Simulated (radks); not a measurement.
The numbers below are computed, except where a source is named.
Question: All-electron atom: Fe III in [Ar] 3d5 7p1 (not the ground configuration). Code: a radial shooting solver on a logarithmic mesh with Libxc functionals. Model: non-relativistic Kohn-Sham, PBE, spin-polarised, spherical densities, point nucleus; open shells are filled with parallel spins first. Some entries of the table are withheld. Estimate them.

orbital,occ.,eigenvalue (Ry),r(max) (bohr),<r> (bohr)
1s down,1,-512.1192,0.03896,0.05915
1s up,1,-512.1181,0.03896,0.05915
2s up,1,-61.90669,0.2253,0.2703
2s down,1,-61.70590,0.2251,0.2697
2p up,3,-53.75887,0.1811,0.2370
2p down,3,-53.60916,0.1809,0.2364
3s up,1,-9.45203,0.7060,0.8116
3s down,1,-9.00863,0.7074,0.8157
3p up,3,-7.05976,0.7126,0.8462
3p down,3,-6.62343,0.7148,0.8534
3d up,5,-3.15844,(1),0.9741
3d down,0,-2.74389,(2),1.012
7p up,1,-0.28238,15.61,14.20

Answer: 
(1) 3d up r(max) (bohr): 0.6905
(2) 3d down r(max) (bohr): 0.7008
